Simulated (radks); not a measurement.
Values are calculated unless marked as measured or tabulated.
Initial-state core-level shifts of the rhenium ion Re3+ when its valence configuration changes from [Xe] 4f14 5d4. Code: a radial shooting solver on a logarithmic mesh with Libxc functionals. Model: Dirac Kohn-Sham, PBE, spin-unpolarised, spherical densities, finite nucleus; open shells fill j = l - 1/2 first; Fermi nuclear charge, rms radius 5.3698 fm. Shifts are changes of the shell-averaged eigenvalues in eV (positive: less bound); the change of the density at the nucleus, which sets a Mossbauer isomer shift, is in e/bohr^3, on a base of 1.547e+06.

4f13 5d4 6p1: 1s -15.454; 2p -16.434; 3p -18.069; 4d -15.946; density at nucleus +119.4
4f14 5d2 6p2: 1s -10.017; 2p -10.376; 3p -10.199; 4d -10.150; density at nucleus +51.1
4f13 5d3 6p2: 1s -20.676; 2p -21.855; 3p -23.392; 4d -21.216; density at nucleus +147.9
4f14 5d3.5 6p0.5: 1s -2.446; 2p -2.527; 3p -2.492; 4d -2.484; density at nucleus +11.3
4f13 5d4.5 6p0.5: 1s -13.040; 2p -13.922; 3p -15.584; 4d -13.480; density at nucleus +107.6
4f13 5d4 6s1: 1s -14.362; 2p -15.347; 3p -16.970; 4d -14.846; density at nucleus +271.3
4f12.5 5d4.5 6p1: 1s -21.051; 2p -22.457; 3p -24.991; 4d -21.672; density at nucleus +170.7
4f12 5d4 6p2: 1s -31.831; 2p -33.901; 3p -37.302; 4d -32.625; density at nucleus +250.9
4f14 5d3 6p1: 1s -4.936; 2p -5.104; 3p -5.027; 4d -5.009; density at nucleus +23.5
